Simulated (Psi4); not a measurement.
copper atom (Cu), doublet; SVWN/aug-cc-pVDZ in Psi4 1.11.

The Psi4 input:
```
memory 2 GB

molecule mol {
0 2
  Cu    0.000000    0.000000    0.000000
}

set basis aug-cc-pvdz
set reference uks
set s_tolerance 1e-6
set s_orthogonalization canonical

energy('svwn')
print_variables()
```

Output, abridged:

```
   => Loading Basis Set <=

    Name: AUG-CC-PVDZ
    Role: ORBITAL
    Keyword: BASIS

         ---------------------------------------------------------
                                   SCF
               by Justin Turney, Rob Parrish, Andy Simmonett
                          and Daniel G. A. Smith
                              UKS Reference
         ---------------------------------------------------------

  ==> Geometry <==

    Molecular point group: d2h
    Geometry (in Angstrom), charge = 0, multiplicity = 2:

       Center              X                  Y                   Z               Mass
    ------------   -----------------  -----------------  -----------------  -----------------
         CU           0.000000000000     0.000000000000     0.000000000000    62.929597720000

  Running in d2h symmetry.

  Rotational constants: A = ************  B = ************  C = ************ [cm^-1]
  Rotational constants: A = ************  B = ************  C = ************ [MHz]
  Nuclear repulsion =    0.000000000000000

  Charge       = 0
  Multiplicity = 2
  Electrons    = 29
  Nalpha       = 15
  Nbeta        = 14

  ==> Algorithm <==

  SCF Algorithm Type is DF.
  DIIS enabled.
  MOM disabled.
  Fractional occupation disabled.
  Guess Type is CORE.
  Energy threshold   = 1.00e-06
  Density threshold  = 1.00e-06
  Integral threshold = 1.00e-12

  ==> Primary Basis <==

  Basis Set: AUG-CC-PVDZ
    Blend: AUG-CC-PVDZ
    Number of shells: 19
    Number of basis functions: 59
    Number of Cartesian functions: 69
    Spherical Harmonics?: true
    Max angular momentum: 3

  ==> DFT Potential <==

   => LibXC <=

    Version 7.1.2
    S. Lehtola, C. Steigemann, M. J. T. Oliveira, and M. A. L. Marques,  SoftwareX 7, 1–5 (2018) (10.1016/j.softx.2017.11.002)

   => Composite Functional: SVWN <=

    Slater exchange
    Vosko, Wilk & Nusair (VWN5_RPA)
    P. A. M. Dirac,  Math. Proc. Cambridge Philos. Soc. 26, 376 (1930) (10.1017/S0305004100016108)
    F. Bloch,  Z. Phys. 57, 545 (1929) (10.1007/BF01340281)
    S. H. Vosko, L. Wilk, and M. Nusair,  Can. J. Phys. 58, 1200 (1980) (10.1139/p80-159)

    Deriv               =              1
    GGA                 =          FALSE
    Meta                =          FALSE

    Exchange Hybrid     =          FALSE
    MP2 Hybrid          =          FALSE

   => Exchange Functionals <=

    1.0000         XC_LDA_X

   => Correlation Functionals <=

    1.0000   XC_LDA_C_VWN_RPA

   => LibXC Density Thresholds  <==

    XC_LDA_C_VWN_RPA:  1.00E-15
    XC_LDA_X:  1.00E-15

   => Molecular Quadrature <=

    Radial Scheme          =       TREUTLER
    Pruning Scheme         =           NONE
    Nuclear Scheme         =       TREUTLER

    Blocking Scheme        =         OCTREE
    BS radius alpha        =              1
    Pruning alpha          =              1
    Radial Points          =             75
    Spherical Points       =            302
    Total Points           =          22342
    Total Blocks           =            255
    Max Points             =            254
    Max Functions          =             59
    Weights Tolerance      =       1.00E-15

   => Loading Basis Set <=

    Name: (AUG-CC-PVDZ AUX)
    Role: JKFIT
    Keyword: DF_BASIS_SCF

  ==> Integral Setup <==

  SCF_SUBTYPE=INCORE selected. In-core MEM_DF algorithm will be used.
  Using in-core AOs.

  ==> MemDFJK: Density-Fitted J/K Matrices <==

    J tasked:                   Yes
    K tasked:                    No
    wK tasked:                   No
    Algorithm:                 Core
    Schwarz Cutoff:           1E-12
    Mask sparsity (%):       0.0000
    Fitting Condition:        1E-10

   => Auxiliary Basis Set <=

  Basis Set: (AUG-CC-PVDZ AUX)
    Blend: DEF2-UNIVERSAL-JKFIT
    Number of shells: 58
    Number of basis functions: 264
    Number of Cartesian functions: 377
    Spherical Harmonics?: true
    Max angular momentum: 6

    Using canonical orthogonalization.
  Minimum eigenvalue in the overlap matrix is 1.0684661820E-02.
  Reciprocal condition number of the overlap matrix is 3.8754634678E-03.

  ==> Pre-Iterations <==

  SCF Guess: Core (One-Electron) Hamiltonian.

   -------------------------------------------------------
    Irrep   Nso     Nmo     Nalpha   Nbeta   Ndocc  Nsocc
   -------------------------------------------------------
     Ag        15      15       5       5       5       0
     B1g        4       4       1       1       1       0
     B2g        4       4       1       1       1       0
     B3g        4       4       1       1       1       0
     Au         2       2       0       0       0       0
     B1u       10      10       2       2       2       0
     B2u       10      10       3       2       2       1
     B3u       10      10       2       2       2       0
   -------------------------------------------------------
    Total      59      59      15      14      14       1
   -------------------------------------------------------

  ==> Iterations <==

                           Total Energy        Delta E     RMS |[F,P]|

    Occupation by irrep:
             Ag   B1g   B2g   B3g    Au   B1u   B2u   B3u
    DOCC [     5,    0,    0,    0,    0,    3,    3,    3 ]
    SOCC [     1,    0,    0,    0,    0,    0,    0,    0 ]
    NA   [     6,    0,    0,    0,    0,    3,    3,    3 ]
    NB   [     5,    0,    0,    0,    0,    3,    3,    3 ]

   @DF-UKS iter   1: -1602.70590539565342   -1.60271e+03   3.17555e-01 ADIIS
    Occupation by irrep:
             Ag   B1g   B2g   B3g    Au   B1u   B2u   B3u
    DOCC [     5,    1,    1,    1,    0,    2,    2,    2 ]
    SOCC [     1,    0,    0,    0,    0,    0,    0,    0 ]
    NA   [     6,    1,    1,    1,    0,    2,    2,    2 ]
    NB   [     5,    1,    1,    1,    0,    2,    2,    2 ]

   @DF-UKS iter   2: -1516.76818466763643    8.59377e+01   5.55438e-01 ADIIS
   @DF-UKS iter   3: -1635.26361482886455   -1.18495e+02   2.02196e-01 ADIIS
   @DF-UKS iter   4: -1631.66481022230823    3.59880e+00   2.50301e-01 ADIIS
   @DF-UKS iter   5: -1638.25304545031577   -6.58824e+00   3.80323e-02 ADIIS/DIIS
   @DF-UKS iter   6: -1636.95184935894622    1.30120e+00   1.11920e-01 ADIIS
   @DF-UKS iter   7: -1638.32730261829579   -1.37545e+00   2.30181e-02 ADIIS/DIIS
   @DF-UKS iter   8: -1638.36873880090116   -4.14362e-02   2.96071e-03 ADIIS/DIIS
   @DF-UKS iter   9: -1638.36957428490450   -8.35484e-04   6.65061e-04 ADIIS/DIIS
   @DF-UKS iter  10: -1638.36962097425840   -4.66894e-05   4.28591e-06 DIIS
   @DF-UKS iter  11: -1638.36962098398294   -9.72454e-09   7.43213e-07 DIIS
  Energy and wave function converged.

  ==> Post-Iterations <==

   Electrons on quadrature grid:
      Nalpha   =   15.0000001986 ; deviation = 1.986e-07
      Nbeta    =   14.0000001984 ; deviation = 1.984e-07
      Ntotal   =   29.0000003970 ; deviation = 3.970e-07

   @Spin Contamination Metric:   1.712723948E-03
   @S^2 Expected:                7.500000000E-01
   @S^2 Observed:                7.517127239E-01
   @S   Expected:                5.000000000E-01
   @S   Observed:                5.000000000E-01

    Orbital Energies [Eh]
    ---------------------

    Alpha Occupied:

[...]
    Alpha Virtual:

[...]
    Beta Occupied:

[...]
    Beta Virtual:

[...]
    Final Occupation by Irrep:
             Ag   B1g   B2g   B3g    Au   B1u   B2u   B3u
    DOCC [     5,    1,    1,    1,    0,    2,    2,    2 ]
    SOCC [     1,    0,    0,    0,    0,    0,    0,    0 ]
    NA   [     6,    1,    1,    1,    0,    2,    2,    2 ]
    NB   [     5,    1,    1,    1,    0,    2,    2,    2 ]

  @DF-UKS Final Energy: -1638.36962098398294

   => Energetics <=

    Nuclear Repulsion Energy =              0.0000000000000000
    One-Electron Energy =               -2287.2846884055734336
    Two-Electron Energy =                 713.9272444653968250
    DFT Exchange-Correlation Energy =     -65.0121770438063464
    Empirical Dispersion Energy =           0.0000000000000000
    VV10 Nonlocal Energy =                  0.0000000000000000
    Total Energy =                      -1638.3696209839829407

  UHF NO Occupations:
  HONO-2 :    1B2g 1.9998294
  HONO-1 :    5 Ag 1.9998294
  HONO-0 :    6 Ag 1.0000000
  LUNO+0 :    7 Ag 0.0001706
  LUNO+1 :    2B2g 0.0001706
  LUNO+2 :    2B3g 0.0001706
  LUNO+3 :    8 Ag 0.0001706

Computation Completed

Properties will be evaluated at   0.000000,   0.000000,   0.000000 [a0]

Properties computed using the SCF density matrix

 Multipole Moments:

 ------------------------------------------------------------------------------------
     Multipole            Electronic (a.u.)      Nuclear  (a.u.)        Total (a.u.)
 ------------------------------------------------------------------------------------

 L = 1.  Multiply by 2.5417464519 to convert [e a0] to [Debye]
 Dipole X            :          0.0000000            0.0000000            0.0000000
 Dipole Y            :          0.0000000            0.0000000            0.0000000
 Dipole Z            :          0.0000000            0.0000000            0.0000000
 Magnitude           :                                                    0.0000000

 ------------------------------------------------------------------------------------

  Variable Map:
  ----------------------------------------------------------------------------
[...]
  Array Variable Map:
  ----------------------------------------------------------------------------
[...]
[...]
```
